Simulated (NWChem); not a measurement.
Species: TiO₂; SMILES [O]=[Ti]=[O]

```xyz
3

Ti     0.0000     0.0000     0.3888
O      1.3256     0.0000    -0.5346
O     -1.3256     0.0000    -0.5346
```
Atoms are numbered in this order, from 1.

Program: NWChem. Coordinates come from a PBE0/def2-SVP optimisation. B3LYP is NWChem's, with the RPA form of VWN correlation. Ions are spin-unrestricted doublets at the neutral geometry; other ion states weren't tried.

```csv
level,−ε(HOMO) (eV)
B3LYP/def2-SVPD,7.16
PBE/def2-SVPD,5.84
Hartree-Fock/def2-SVPD,11.27
BHandHLYP/def2-SVPD,?
PBE0/def2-SVPD,7.38
```

**Question.** Complete the blanks.

**Answer.** 
- BHandHLYP/def2-SVPD, −ε(HOMO) (eV): 8.90
